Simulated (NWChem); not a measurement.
System: C3H3Cl; SMILES C=C=CCl

Input file for NWChem:

```
start job
memory heap 200 mb stack 900 mb global 1100 mb
geometry units angstroms noautoz
  C      0.367344     2.310989     0.000000
  C     -0.162755     1.116334     0.000000
  C     -0.711296    -0.070776     0.000000
  Cl     0.205293    -1.544373     0.000000
  H      0.598269     2.831072    -0.936595
  H      0.598269     2.831072     0.936595
  H     -1.794637    -0.220294     0.000000
end
basis spherical
  * library def2-tzvp
end
dft
  xc xcamb88 1.00 lyp 0.81 vwn_5 0.19 hfexch 1.00
  cam 0.33 cam_alpha 0.19 cam_beta 0.46
  iterations 150
  mulliken
end
task dft energy
```

Structure relaxed at the PBE0/def2-SVP level.

Question: What results follow from this input? (CAM-B3LYP/def2-TZVP.) Quantities: energy (Ha); highest occupied level (eV); orbital gap (eV); dipole (D).

Answer: 
```json
{
 "energy (Ha)": "-576.25",
 "highest occupied level (eV)": "-8.67",
 "orbital gap (eV)": "9.05",
 "dipole (D)": "1.69"
}
```
